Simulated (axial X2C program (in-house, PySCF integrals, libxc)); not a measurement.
## Levels of TiCl by electron attachment to TiCl⁺ (EOM-EA-CCSD)

Computed with an in-house all-electron X2C program for linear molecules (integrals from PySCF): two-component X2C with atomic mean-field Coulomb and Gaunt terms, Gaussian nuclei, basis Ti dyall-acv3z, Cl dyall-av3z with contracted cores.

R = 2.459 Å (1.090 times 2.256 Å, the PBE0 minimum at charge 0 for the lowest determinant).

Levels of TiCl obtained by attaching an electron to TiCl⁺:

```
  Ω  binding energy (eV)  above lowest (cm⁻¹)                 attached spinor  one-particle weight
1/2                7.084                    0  65% Ti sσ, 17% Ti pσ, 8% Cl pσ                 0.96
3/2                6.310                 6248                       99% Ti dδ                 0.77
5/2                6.076                 8137                       99% Ti dδ                 0.81
```

This point took 73 s on 1 thread of Intel(R) Xeon(R) Processor @ 2.30GHz, with other jobs on the host.

Reference electrons by ω block (each with its −ω partner): 1/2: 15, 3/2: 4. 18 electrons of TiCl⁺ correlated (inner shells frozen), 92 natural virtual spinors (a truncated set); levels can be off by some tenths of an eV. Roots sought by Ω: (1/2: 5, 3/2: 4, 5/2: 2, 7/2: 1); the list ends where they run out and leaves out roots under 60 % one-particle weight. The solver can skip a root, and states that need a further excitation, which the method places far too high, are missing though they may lie low or lowest. T1 of the reference 0.021 (Lee–Taylor). The reference was not checked to be the lowest state of its species. Number of frozen shells: Ti 2 s, 1 p; Cl 2 s, 1 p.
